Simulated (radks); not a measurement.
Radial electron density D(r) = 4 pi r^2 rho(r) of an atom or ion with 9 electrons. All-electron calculation, Dirac Kohn-Sham, PBE, spin-unpolarised, spherical densities, finite nucleus; Fermi nuclear charge, rms radius of each element as measured or else 0.836 A^(1/3) + 0.57 fm. Program: a radial shooting solver on a logarithmic mesh with Libxc functionals.

r (bohr)  D(r) (e/bohr)
0.003309          2.349
0.003642          2.777
0.004009          3.276
0.004413          3.856
0.004858          4.528
0.005348          5.303
0.005886          6.192
0.006479          7.207
0.007132          8.358
0.007914          9.770
0.008711          11.23
0.009589          12.85
0.01056           14.63
0.01162           16.56
0.01279           18.62
0.01408           20.79
0.0155            23.04
0.01706           25.32
0.01878           27.57
0.02067           29.73
0.02293           31.86
0.02525           33.54
0.02779           34.87
0.03059           35.76
0.03367           36.14
0.03706           35.99
0.0408            35.30
0.04491           34.14
0.04943           32.59
0.05441           30.82
0.06038           28.89
0.06646           27.33
0.07316           26.22
0.08053           25.75
0.08864           26.01
0.09758           27.01
0.1074            28.62
0.1182            30.57
0.1301            32.49
0.1433            33.98
0.1577            34.62
0.175             34.01
0.1926            32.10
0.212             28.95
0.2334            24.84
0.2569            20.17
0.2828            15.42
0.3113            11.05
0.3426            7.371
0.3771            4.551
0.4151            2.581
0.4606            1.256
0.5071           0.5805
0.5582           0.2394
0.6144          0.08712
0.6763          0.02764
0.7444         0.007546

What is the nuclear charge?

Answer. Z = 30. The innermost maximum, from 1s, lies near gamma/Z bohr with gamma = sqrt(1 - (Z/c)^2) = 0.976, here 0.0325 bohr (found: 0.0345), and its height grows with Z. The density is that of the zinc ion Zn21+ in [He] 2s2 2p5; the configuration itself is not fixed sharply by these data, and Z only to about a unit. D(r) has 2 maxima, at r = 0.0345, 0.159 bohr, and minima at 0.0818 bohr, inside which lie 2.20 electrons.
